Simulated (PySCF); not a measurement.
2,6-difluoropyridine, C5H3F2N.
SMILES with atom numbers: `[F:1][c:2]1[cH:3][cH:4][cH:5][c:6]([F:7])[n:8]1` (hydrogens: H9 on C3; H10 on C4; H11 on C5)

Structure used (PBE0-D3(BJ)/def2-TZVP), in Å, numbered top down from 1:
```xyz
11
C5H3F2N angstrom
F     -2.3071   -0.4080    1.4137
C     -1.1839   -0.2778    0.7198
C     -0.6731    0.9896    0.5054
C      0.5017    1.0645   -0.2250
C      1.0998   -0.0926   -0.6971
C      0.4606   -1.2816   -0.3959
F      0.9890   -2.4204   -0.8242
N     -0.6484   -1.3925    0.2908
H     -1.1779    1.8621    0.8954
H      0.9533    2.0284   -0.4270
H      2.0156   -0.0878   -1.2709
```

All values: wB97X-D/pcSseg-2 (PySCF, non-relativistic), on one gas-phase PBE0-D3(BJ)/def2-TZVP geometry that isn't relaxed in the solvent. The solvent is an IEF-PCM continuum (Bondi radii, 1.10 Å for H, scaled by 1.2). The model holds no explicit solvent molecules, cavitation or dispersion.

Gas phase at wB97X-D/pcSseg-2: HOMO -9.50 eV, LUMO 0.53 eV, dipole 3.82 D.

What does the continuum do to the energy, the frontier levels and the dipole at wB97X-D/pcSseg-2 in chloroform?

```tsv
solvent	ε	E(solvent) − E(gas) (kcal/mol)	polarisation term (kcal/mol)	distortion of the solute (kcal/mol)	HOMO (eV)	LUMO (eV)	dipole (D)
chloroform	4.711	-3.53	-4.15	0.62	-9.37	0.68	4.72
```

Polarisation term: ½ Σ q·V over the induced surface charges. Distortion: the rise of the solute's own energy as its density leaves the gas-phase optimum.

Which radius a makes the point-dipole formula ΔE = −[(ε − 1)/(2ε + 1)]·μ²/a³ give the value in chloroform, with the gas-phase dipole?

μ = 1.502 au and |ΔE| = 0.00563 Eh give a = 2.77 Å; the farthest nucleus lies 2.74 Å from the centroid of the nuclei. The formula assumes a rigid point dipole at the centre of a sphere.

Give the dipole vector in the frame of the coordinates (D, pointing from negative to positive charge), gas and chloroform.

Gas (1.59, 3.40, -0.71), solvent (1.97, 4.20, -0.88). Its length changes by +24 % and its direction by less than 1°.

The pairwise dispersion term of wB97X-D wasn't added to the energies; at a given geometry it leaves orbitals and properties as they are.
